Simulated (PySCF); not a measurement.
Tl: excitation energy

Tl [Xe] 4f14 5d10 6s2 6p1 (2P) → Tl [Xe] 4f14 5d10 6s1 6p2 (4P), as a difference of total energies. Calculation: PySCF 2.14, in aug-cc-pwCVTZ-DK3; the spin-free X2C one-electron Hamiltonian (Gaussian nucleus). Correlated levels: valence: [Xe] 4f14 5d10 frozen; valence and next inner shell: [Kr] 4d10 4f14 frozen. The calculations carry no spin-orbit coupling.

| method | excitation energy (eV) |
| --- | --- |
| UHF | 4.314 |
| LDA | 6.475 |
| PBE | 6.239 |
| PBE0 | 5.875 |
| r2SCAN | 5.911 |
| MP2 (valence) | 4.875 |
| SCS-MP2 (valence) | 5.094 |
| MP2 (valence and next inner shell) | 6.087 |
| SCS-MP2 (valence and next inner shell) | 6.147 |

Q: How much does correlation contribute at MP2 (valence and next inner shell)?

A: 6.087 − (4.314) = 1.773 eV, measured against UHF.

Spin-orbit coupling is strong in these open shells (close to jj coupling). The scalar numbers leave it out and a first-order estimate fails, so it can dominate the gap to the real levels.
